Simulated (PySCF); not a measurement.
UHF on Ca+ (calcium, charge +1)

Configuration: [Ar] 4s1, 2S determinant. Calculation: PySCF 2.14, in pcseg-2 (6s4p3d, 33 functions); no relativity, point nucleus.

```
Total energy                                     : -676.555773 hartree
One-electron energy                              : -921.9219 hartree
Hartree (Coulomb) energy                         : 280.4613 hartree
Exchange energy                                  : -35.0952 hartree
Kinetic energy                                   : 677.16996 hartree
⟨S²⟩                                             : 0.7502
⟨L²⟩                                             : 0.000
Sum of ⟨r⟩                                       : 16.51 bohr
Sum of ⟨r²⟩                                      : 31.33 bohr²
Density at the nucleus (Gaussians lack the cusp) : 5260 bohr⁻³
Spin density at the nucleus                      : 2.18 bohr⁻³
Langevin diamagnetic susceptibility              : -24.8 ×10⁻⁶ cm³/mol
Time after the integrals                         : 0.12 s of wall time on 1 thread of Neoverse-N1 (shared host)
```

```csv
shell,electrons,mean orbital energy (eV),"rms radius, mean of both spins (bohr)"
1s α,1,-4070.0,0.0897
1s β,1,-4069.9,0.0897
2s α,1,-463.81,0.396
2s β,1,-463.69,0.396
2p α,3,-377.01,0.364
2p β,3,-376.97,0.364
3s α,1,-67.629,1.24
3s β,1,-67.313,1.24
3p α,3,-42.993,1.38
3p β,3,-42.873,1.38
4s α,1,-11.339,3.96
```
